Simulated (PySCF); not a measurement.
Consider ethylgermane, `C[CH2][GeH3]` (C2H8Ge). Atom numbers as in the mapped SMILES `[CH3:1][CH2:2][GeH3:3]`.

Level of theory: ωB97X-D3(BJ)/ma-def2-TZVP single points in PySCF, grid level 2; every species was optimised with PBE0-D3(BJ)/ma-def2-SVP. ωB97X-D3(BJ) is ωB97X-V with D3(BJ) in place of VV10. Zero-point and thermal terms (298.15 K, 1 bar) come from unscaled PBE0-D3(BJ)/ma-def2-SVP harmonic frequencies, with soft modes damped to free rotors in the entropy.

Q: Rank these of its positions by gas-phase deprotonation enthalpy, most acidic first.
A. C2 (methylene carbon)
B. Ge3 (germanium)

A: B (1548 kJ/mol), A (1676 kJ/mol).

Q: For C2 (methylene carbon), what are ΔE (electronic) and ΔG(298 K) of the loss of the proton?

A: ΔE = 1713 and ΔG = 1644 kJ/mol, beside ΔH = 1676 kJ/mol. The product is `C[CH-][GeH3]`.

Note: atoms from Ga to Kr are treated without relativity; C1 is not listed: the run failed or kept an imaginary mode, or the ion rearranged or equalled another.
